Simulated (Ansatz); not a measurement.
## Energy differences in ScCl

Computed with Ansatz's Gaussian-basis code (development build). Basis cc-pwCVTZ-DK on Sc, cc-pVTZ-DK on Cl, scalar X2C without spin–orbit coupling, 10 orbitals frozen in the corrections; active space CAS(8,9). Restricted Hartree–Fock, then the lowest state-specific CASSCF solution met for each case. Coupled cluster stands on the determinant that it favours, not always the lowest RHF. Single-reference values can break down or jump between states where bonds are stretched. Unlike active orbitals can shift such differences by tenths of an eV, at times by over 1 eV.

Case A, singlet: bond length 2.5645 Å.

Case B, singlet: bond length 2.2300 Å.

Case C, triplet: bond length 2.2300 Å.

Energy less that of case A, in eV:

| case | RHF/ROHF | CASSCF | CCSD(T) |
| --- | --- | --- | --- |
| B | -0.352 | -0.314 | -0.528 |
| C | -1.042 | +1.013 | -0.298 |

Task: Give the SC-NEVPT2 energies against case A.

Result: B: -0.521 eV (-12.0 kcal/mol); C: -0.709 eV (-16.3 kcal/mol).

Task: Which case is lowest, and do the methods agree?

Result: C is lowest in SC-NEVPT2. CASSCF puts B lowest. CCSD(T) puts B lowest.
